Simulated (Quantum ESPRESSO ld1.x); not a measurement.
Results of a calculation; reference values are marked as such.
Ar15+, 3 electrons, occupied as [He] 2s1. Level of theory: scalar-relativistic Kohn-Sham, LDA (Slater exchange, Perdew-Zunger correlation), spin-polarised, spherical densities, point nucleus; open shells are filled with parallel spins first (ld1.x of Quantum ESPRESSO 7.5).

Radial electron density D(r) = 4 pi r^2 rho(r):

r (bohr)  D(r) (e/bohr)  spin D(r)
0.008276          2.485      0.131
0.01027           3.549      0.187
0.01275           4.982      0.261
0.01595           6.922      0.360
0.01979           9.249      0.475
0.02457           11.95      0.601
0.03049           14.82      0.722
0.03784           17.46      0.806
0.04734           19.34      0.810
0.05876           19.67      0.694
0.07292           18.12      0.456
0.0905            14.77      0.165
0.1132            10.27   -0.00381
0.1405            6.287      0.210
0.1744            3.819      0.951
0.2165            3.083       2.06
0.2686            3.248       2.99
0.3361            3.146       3.11
0.4171            2.302       2.30
0.5177            1.174       1.17
0.6425           0.3894      0.389
0.7974          0.07700     0.0770
0.9976         0.007380    0.00738
1.238         0.0003509   0.000351

D(r) has 2 maxima, at r = 0.0551, 0.293 bohr, and minima at 0.222 bohr, inside which lie 2.11 electrons.
